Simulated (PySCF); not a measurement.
TDDFT excited states: Ge6H6

Ge6H6 prismane, Ge6H6.
Z-matrix (Å and degrees, PBE0-D3(BJ)/def2-SVP geometry), rows numbered from 1:
```
Ge
H   1  1.5478
Ge  1  2.4775  2  131.21
H   3  1.5479  1  130.73  2    -0.12
Ge  1  2.4767  2  130.97  3    83.20
H   5  1.5481  1  131.00  3   120.31
Ge  5  2.4635  1   90.07  3   -89.84
H   7  1.5484  5  130.97  1  -150.19
Ge  1  2.4622  2  130.65  3  -138.70
H   9  1.5478  1  130.87  2     0.90
Ge  3  2.4625  1   90.03  5    90.09
H  11  1.5475  3  130.74  1   150.46
```

Method used: TDDFT wB97X-D/def2-SVPD, vertical, gas phase, core orbitals frozen in the response in PySCF 2.14.0, density-fitted response routines. The wB97X-D/def2-SVPD calculation is non-relativistic and has no spin–orbit coupling, an omission that weighs most on germanium.

| state | E (eV) | ν̃ (cm⁻¹) | f | \|μ\| (D) | symmetry | main configurations (H = HOMO, L = LUMO) |
| --- | --- | --- | --- | --- | --- | --- |
| S1 | 3.77 | 30420 | 0.0001 | 0.09 | – | H-1/H→L (≥94%) |
| S2 | 3.78 | 30510 | 0.0001 | 0.09 | – | H-1/H→L (≥94%) |
| S3 | 4.10 | 33090 | 0.0000 | 0.02 | – | H-3/H-2→L (≥35%), H-1/H→L+1 (≥17%), H-1/H→L+4 (≥16%) |
| S4 | 4.10 | 33110 | 0.0000 | 0.01 | – | H-3/H-2→L (≥36%), H-1/H→L+4 (≥18%), H-1/H→L+1 (≥13%) |
| S5 | 4.19 | 33800 | 0.0000 | 0.02 | – | H-1/H→L+2 (≥24%), H-1/H→L+4 (≥19%), H-1/H→L+1 (≥18%) |
| S6 | 4.19 | 33810 | 0.0000 | 0.01 | – | H-1/H→L+3 (≥25%), H-1/H→L+2 (≥23%), H-1/H→L+4 (≥16%) |
| S7 | 4.20 | 33870 | 0.0000 | 0.01 | – | H-1/H→L+3 (≥51%), H-1/H→L+2 (≥30%) |
| S8 | 4.29 | 34570 | 0.0000 | 0.01 | – | H-1/H→L+1 (≥52%), H-1/H→L+4 (≥26%) |
| S9 | 4.29 | 34600 | 0.0000 | 0.01 | – | H-1/H→L+1 (≥54%), H-1/H→L+4 (≥23%) |
| S10 | 4.36 | 35160 | 0.0005 | 0.17 | – | H-1/H→L+3 (≥47%), H-1/H→L+2 (≥36%) |
| S11 | 4.43 | 35770 | 0.0000 | 0.02 | – | H-1/H→L+6 (≥24%), H-1/H→L+5 (≥23%), H-3/H-2→L+2 (≥21%) |
| S12 | 4.53 | 36520 | 0.0082 | 0.69 | E′ | H-3/H-2→L+1 (≥62%), H-3/H-2→L+3 (≥11%) |
| S13 | 4.53 | 36540 | 0.0081 | 0.69 | E′ | H-3/H-2→L+1 (≥57%), H-3/H-2→L+2 (≥13%) |

Triplets, Tamm–Dancoff:

```
state  E (eV)  λ (nm)             main configurations (H = HOMO, L = LUMO)
   T1    3.59   345.6                                       H-1/H→L (≥94%)
   T2    3.60   344.7                                       H-1/H→L (≥94%)
   T3    3.76   329.7                   H-1/H→L+4 (≥48%), H-1/H→L+2 (≥10%)
   T4    3.77   329.2  H-1/H→L+4 (≥48%), H-1/H→L+3 (≥10%), H-1/H→L+2 (≥9%)
```

The lowest singlet comes at 329 nm (364 kJ/mol) in the ultraviolet; it is dark (f under 0.0005); its leading configuration is HOMO-1/HOMO→LUMO (≥94%). The most intense listed level is S12/S13 at 4.53 eV (274 nm, f = 0.016 summed), 0.76 eV above S1. It is the last of those listed, so stronger ones may follow. S3/S4, S5/S6/S7, S8/S9 and S12/S13 lie within about 0.01 eV of each other in each set; the point group D3h has degenerate representations, and within a degenerate level the listed configurations can mix freely. Löwdin shares by element: HOMO (one of a set within 0.03 eV) germanium 61% or more (atoms not listed hold the other 39%); LUMO germanium 58% or more (atoms not listed hold the other 42%). Weighted by f, the mean energy of these states is 4.51 eV. The listed states span 0.76 eV, and the widest gap between neighbours is 0.32 eV (S2 to S3). Of the 13 states listed, none reaches f = 0.01 and 11 stay under 0.0005. The vertical ionisation energy (ΔSCF) is 7.56 eV, 3.03 eV above S13. Symmetry labels in D3h follow from the direction of the transition dipole and are given only for states with f of 0.002 or more. Orbitals of the list HOMO-3 to LUMO+2 that lie within 0.01 eV of each other are written together with a slash and their weights summed (≥ marks a lower bound); for degenerate orbitals outside that list single weights are arbitrary. Only the lowest 15 singlets were computed, as vertical energies without vibronic structure. The highest level found (4.59 eV, f 0.0000 so far) is left out, since the window may have cut off a degenerate partner.

Hardware: Intel Xeon 6975P-C, 2 threads, no GPU (shared host). Cost: 3.6 min wall, 7.8 min CPU (with the writing of density and orbital grids), 2.2 GiB resident at most.

One conformer stands for the species.
